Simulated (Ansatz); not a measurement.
SiHCl2OF (SMILES O[Si](F)(Cl)Cl): methods side by side

SiHCl2OF has 6 atoms, charge 0, and is taken as a singlet. As SMILES, `O[Si](F)(Cl)Cl`. Geometry: optimised at r2SCAN/def2-SVP. This is one conformer, not always the lowest.

```xyz
6

O    -0.5224    0.4639    1.1326
Si    0.2160    0.0155   -0.2509
F     1.6032   -0.7400    0.0508
Cl   -0.9298   -1.2819   -1.3368
Cl    0.6219    1.6982   -1.3074
H    -0.9467   -0.2199    1.6656
```

Each level gives the dissociation energy of the Cl4–Si2 bond into doublet Cl and doublet SiHClOF (shapes relaxed at r2SCAN/def2-SVP, no zero-point term) (eV). The values are calculated.

```json
{"level": "PBE/def2-SVP", "kind": "GGA", "program": "Ansatz", "value (eV)": "4.87", "less CCSD(T)/def2-SVP": "+0.14", "CPU time (all runs)": "4.4 s"}
{"level": "r2SCAN/def2-SVP", "kind": "meta-GGA", "program": "Ansatz", "value (eV)": "4.91", "less CCSD(T)/def2-SVP": "+0.18", "CPU time (all runs)": "12 s"}
{"level": "B3LYP/def2-SVP", "kind": "global hybrid", "program": "Ansatz", "value (eV)": "4.71", "less CCSD(T)/def2-SVP": "-0.02", "CPU time (all runs)": "5.8 s"}
{"level": "CAM-B3LYP/def2-SVP", "kind": "range-separated hybrid", "program": "Ansatz", "value (eV)": "4.84", "less CCSD(T)/def2-SVP": "+0.11", "CPU time (all runs)": "6.8 s"}
{"level": "wB97M-V/def2-SVP", "kind": "range-separated hybrid", "program": "Ansatz", "value (eV)": "5.18", "less CCSD(T)/def2-SVP": "+0.45", "CPU time (all runs)": "27 s"}
{"level": "B2PLYP/def2-SVP", "kind": "double hybrid", "program": "Ansatz", "value (eV)": "4.79", "less CCSD(T)/def2-SVP": "+0.06", "CPU time (all runs)": "8.2 s"}
{"level": "RPA@PBE/def2-SVP", "kind": "RPA", "program": "Ansatz", "value (eV)": "4.26", "less CCSD(T)/def2-SVP": "-0.47", "CPU time (all runs)": "7.3 s"}
{"level": "CCSD(T)/def2-SVP", "kind": "coupled cluster or CI", "program": "Ansatz", "value (eV)": "4.73", "less CCSD(T)/def2-SVP": "0.00", "CPU time (all runs)": "14 s"}
```

Differences are taken from CCSD(T)/def2-SVP for orientation; it has basis-set and higher-order errors of its own. The values span 4.26 to 5.18 eV. Measured bond enthalpies also hold zero-point and thermal terms, a few tenths of an eV less. In so small a basis fixed costs decide the times, and correlated methods can beat functionals. CPU times are rough (shared hosts, several kinds of processor and program).
